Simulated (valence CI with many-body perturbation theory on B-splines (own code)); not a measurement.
## Zn15+: calculated level list

Computed by configuration interaction combined with many-body perturbation theory (CI+MBPT): five valence electrons over a frozen Dirac-Fock core [Ne], a basis of 11 s, 11 p, 10 d, 8 f, 5 g, 2 h functions for each j, with the one-electron correlation potential Σ1, the two-electron term Σ2, the three-electron term Σ3, Breit, model QED; selected CI, second order for the rest, scaled by the run's own slope (own B-spline code, finite nucleus).

No measured levels were compared; by estimate levels of excited configurations hold to 0.05 to 0.15 % of their energy, terms of the ground configuration to about 0.5 %. Among the levels kept, up to 3300 cm⁻¹ of a level comes from second order outside the variational space, and about a tenth of that is noise between levels of different J, which matters for small intervals.

Levels 1 to 45 of 171, with energies above the lowest level, 3s²3p³ ⁴S°_3/2. "Leading %" is the weight of the configuration and term that name the level; weights of strongly mixed levels are sums over their largest components and can fall short, so below about 35 % the name and the second component can differ from the true leading terms, or belong to a minority configuration. In the jj column 3d3/2^4 stands for four electrons in 3d with j = 3/2. Lifetimes count E1, E2, E3, M1 and M2 decay at the calculated energies, and are blank where another channel may lead or the interval is too uncertain; long ones can be off by a factor of two.

```tsv
No.	Configuration	Term	J	E (cm⁻¹)	Leading %	Lifetime	Leading jj	Second component
1	3s²3p³	⁴S°	3/2	0	89		3s^2 3p1/2^2 3p3/2 (48 %)	7 % 3s²3p³ ²P°
2	3s²3p³	²D°	3/2	50546	77	1.91 ms	3s^2 3p1/2 3p3/2^2 (56 %)	15 % 3s²3p³ ²P°
3	3s²3p³	²D°	5/2	62725	97	18.4 ms	3s^2 3p1/2 3p3/2^2 (97 %)	
4	3s²3p³	²P°	1/2	97948	96	637 μs	3s^2 3p1/2 3p3/2^2 (96 %)	
5	3s²3p³	²P°	3/2	117120	74	265 μs	3s^2 3p3/2^3 (86 %)	19 % 3s²3p³ ²D°
6	3s3p⁴	⁴P	5/2	360400	86	384 ps	3s 3p1/2^2 3p3/2^2 (73 %)	9 % 3s²3p²3d ⁴P
7	3s3p⁴	⁴P	3/2	381360	87	333 ps	3s 3p1/2 3p3/2^3 (71 %)	10 % 3s²3p²3d ⁴P
8	3s3p⁴	⁴P	1/2	389010	85	303 ps	3s 3p1/2^2 3p3/2^2 (33 %)	10 % 3s²3p²3d ⁴P
9	3s3p⁴	²D	3/2	447090	72	161 ps	3s 3p1/2 3p3/2^3 (43 %)	19 % 3s²3p²3d ²D
10	3s3p⁴	²D	5/2	453460	75	194 ps	3s 3p1/2 3p3/2^3 (65 %)	19 % 3s²3p²3d ²D
11	3s²3p²3d	²P	3/2	508780	49	76.3 ps	3s 3p1/2 3p3/2^3 (34 %)	42 % 3s3p⁴ ²P
12	3s3p⁴	²S	1/2	514460	35	60.6 ps	3s 3p1/2^2 3p3/2^2 (37 %)	29 % 3s3p⁴ ²P
13	3s²3p²3d	⁴F	3/2	543560	88	991 ps	3s^2 3p1/2^2 3d3/2 (51 %)	5 % 3s²3p²3d ⁴D
14	3s3p⁴	²S	1/2	546990	44	88.1 ps	3s 3p3/2^4 (43 %)	23 % 3s²3p²3d ²P
15	3s²3p²3d	⁴F	5/2	552130	84	1.78 ns	3s^2 3p1/2 3p3/2 3d3/2 (50 %)	11 % 3s²3p²3d ⁴D
16	3s²3p²3d	⁴F	7/2	565160	89	13.7 ns	3s^2 3p1/2 3p3/2 3d5/2 (68 %)	7 % 3s²3p²3d ⁴D
17	3s²3p²3d	²F	5/2	567990	76	2.60 ns	3s^2 3p1/2 3p3/2 3d3/2 (69 %)	16 % 3s²3p²3d ⁴D
18	3s²3p²3d	²F	7/2	577560	52	12.2 ns	3s^2 3p1/2 3p3/2 3d5/2 (55 %)	41 % 3s²3p²3d ⁴D
19	3s²3p²3d	⁴D	1/2	578440	91	326 ps	3s^2 3p1/2 3p3/2 3d3/2 (70 %)	4 % 3s3p⁴ ²P
20	3s²3p²3d	⁴F	9/2	579300	91		3s^2 3p1/2 3p3/2 3d5/2 (57 %)	6 % 3s²3p²3d ²G
21	3s²3p²3d	⁴D	3/2	579840	87	356 ps	3s^2 3p1/2 3p3/2 3d3/2 (46 %)	6 % 3s²3p²3d ⁴F
22	3s²3p²3d	⁴D	5/2	589490	65	512 ps	3s^2 3p1/2 3p3/2 3d5/2 (52 %)	21 % 3s²3p²3d ²F
23	3s²3p²3d	⁴D	7/2	610110	48	25.5 ns	3s^2 3p3/2^2 3d5/2 (84 %)	40 % 3s²3p²3d ²F
24	3s²3p²3d	²G	7/2	640480	90	908 ps	3s^2 3p1/2 3p3/2 3d3/2 (39 %)	6 % 3s²3p²3d ²F
25	3s²3p²3d	²P	3/2	644300	44	10.7 ps	3s^2 3p1/2 3p3/2 3d5/2 (36 %)	42 % 3s3p⁴ ²P
26	3s²3p²3d	²G	9/2	648840	91		3s^2 3p3/2^2 3d5/2 (57 %)	6 % 3s²3p²3d ⁴F
27	3s²3p²3d	⁴P	5/2	656430	79	9.04 ps	3s^2 3p1/2 3p3/2 3d5/2 (47 %)	8 % 3s3p⁴ ⁴P
28	3s²3p²3d	⁴P	3/2	663910	70	9.29 ps	3s^2 3p1/2 3p3/2 3d3/2 (38 %)	8 % 3s3p⁴ ⁴P
29	3s²3p²3d	⁴P	1/2	666220	48	9.49 ps	3s^2 3p1/2 3p3/2 3d3/2 (53 %)	18 % 3s²3p²3d ²P
30	3s²3p²3d	⁴P	1/2	674740	34	9.09 ps	3s^2 3p3/2^2 3d3/2 (48 %)	31 % 3s²3p²3d ²P
31	3s²3p²3d	²D	3/2	677820	72	33.5 ps	3s^2 3p3/2^2 3d3/2 (37 %)	11 % 3s²3p²3d ⁴P
32	3s²3p²3d	²D	5/2	697800	80	14.1 ps	3s^2 3p3/2^2 3d5/2 (36 %)	10 % 3s3p⁴ ²D
33	3s²3p²3d	²D	3/2	713860	74	9.69 ps	3s^2 3p3/2^2 3d3/2 (37 %)	14 % 3s3p⁴ ²D
34	3s²3p²3d	²D	5/2	718330	87	26.5 ps	3s^2 3p3/2^2 3d5/2 (56 %)	
35	3s²3p²3d	²P	1/2	729280	78	11.3 ps	3s^2 3p1/2 3p3/2 3d5/2 (71 %)	11 % 3s²3p²3d ²S
36	3s²3p²3d	²F	5/2	734860	70	7.40 ps	3s^2 3p1/2 3p3/2 3d3/2 (42 %)	20 % 3s²3p²3d ²D
37	3s²3p²3d	²F	7/2	747200	95	7.42 ps	3s^2 3p1/2 3p3/2 3d5/2 (51 %)	
38	3s²3p²3d	²P	3/2	747900	82	10.8 ps	3s^2 3p3/2^2 3d5/2 (54 %)	5 % 3s3p⁴ ²P
39	3s²3p²3d	²S	1/2	751000	65	10.5 ps	3s^2 3p3/2^2 3d5/2 (27 %)	13 % 3s3p⁴ ²S
40	3s²3p²3d	²D	5/2	781790	71	8.24 ps	3s^2 3p3/2^2 3d5/2 (64 %)	23 % 3s²3p²3d ²F
41	3s²3p²3d	²D	3/2	782190	93	8.60 ps	3s^2 3p3/2^2 3d3/2 (49 %)	
42	3s3p³3d	⁶D°	1/2	820630	98	6.48 ns	3s 3p1/2 3p3/2^2 3d3/2 (51 %)	
43	3s3p³3d	⁶D°	3/2	821240	97	5.92 ns	3s 3p1/2 3p3/2^2 3d3/2 (45 %)	
44	3s3p³3d	⁶D°	5/2	822180	97	8.16 ns	3s 3p1/2 3p3/2^2 3d3/2 (35 %)	
45	3s3p³3d	⁶D°	7/2	823520	96	15.4 ns	3s 3p1/2 3p3/2^2 3d5/2 (27 %)
```

Names give the largest LS component (configuration and term), which can be under half, so a name can repeat, a term be missing and a line seem to break the LS rules; names also repeat where a configuration has a term twice.

The ionisation energy to 3s²3p² ³P0 of the next ion comes out as 534.6 eV (NIST: 540 ± 1 eV (semi-empirical), further off than twice its uncertainty). All 171 levels together are meant to be complete up to 1390800 cm⁻¹.
